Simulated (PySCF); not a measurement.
SMILES [SiH2](O[SiH2]Cl)N (H6ClNOSi2), B3LYP/def2-SVP optimised geometry.

```
11

Si    -0.60     1.49     0.65
Cl    -1.34     1.35     2.59
O     -0.40     0.00     0.00
Si     0.10    -1.60     0.00
N     -0.42    -2.49    -1.37
H      0.70     2.21     0.73
H     -1.58     2.25    -0.15
H     -0.48    -2.25     1.21
H      1.58    -1.60     0.00
H     -1.39    -2.78    -1.47
H      0.01    -2.35    -2.28
```

Density from B3LYP/def2-TZVP (PySCF) at that geometry.

Minimum of the electron density along straight lines between bonded atoms, close to the bond critical point (lines longer than 1.1 times the sum of covalent radii, or with two minima, are not listed):

```json
[
 {"bond": "Si1–Cl2", "length / Å": "2.082", "ρ at the minimum / e bohr⁻³": "0.095", "∇²ρ there / e bohr⁻⁵": "?", "position (fraction from the first atom)": "0.36"},
 {"bond": "Si1–O3", "length / Å": "1.639", "ρ at the minimum / e bohr⁻³": "0.136", "∇²ρ there / e bohr⁻⁵": "?", "position (fraction from the first atom)": "0.41"},
 {"bond": "O3–Si4", "length / Å": "1.678", "ρ at the minimum / e bohr⁻³": "0.122", "∇²ρ there / e bohr⁻⁵": "0.73", "position (fraction from the first atom)": "0.59"},
 {"bond": "Si4–N5", "length / Å": "1.717", "ρ at the minimum / e bohr⁻³": "0.135", "∇²ρ there / e bohr⁻⁵": "?", "position (fraction from the first atom)": "0.40"},
 {"bond": "Si1–H6", "length / Å": "1.485", "ρ at the minimum / e bohr⁻³": "0.126", "∇²ρ there / e bohr⁻⁵": "0.12", "position (fraction from the first atom)": "0.49"},
 {"bond": "Si1–H7", "length / Å": "1.483", "ρ at the minimum / e bohr⁻³": "0.127", "∇²ρ there / e bohr⁻⁵": "0.12", "position (fraction from the first atom)": "0.49"},
 {"bond": "Si4–H8", "length / Å": "1.485", "ρ at the minimum / e bohr⁻³": "0.125", "∇²ρ there / e bohr⁻⁵": "0.13", "position (fraction from the first atom)": "0.49"},
 {"bond": "Si4–H9", "length / Å": "1.487", "ρ at the minimum / e bohr⁻³": "0.124", "∇²ρ there / e bohr⁻⁵": "0.13", "position (fraction from the first atom)": "0.49"},
 {"bond": "N5–H10", "length / Å": "1.016", "ρ at the minimum / e bohr⁻³": "0.331", "∇²ρ there / e bohr⁻⁵": "-1.57", "position (fraction from the first atom)": "0.73"},
 {"bond": "N5–H11", "length / Å": "1.016", "ρ at the minimum / e bohr⁻³": "0.331", "∇²ρ there / e bohr⁻⁵": "-1.57", "position (fraction from the first atom)": "0.73"}
]
```

Task: Fill in the missing entries.

Result: 
- Si1–Cl2, ∇²ρ there / e bohr⁻⁵: 0.19
- Si1–O3, ∇²ρ there / e bohr⁻⁵: 0.85
- Si4–N5, ∇²ρ there / e bohr⁻⁵: 0.57
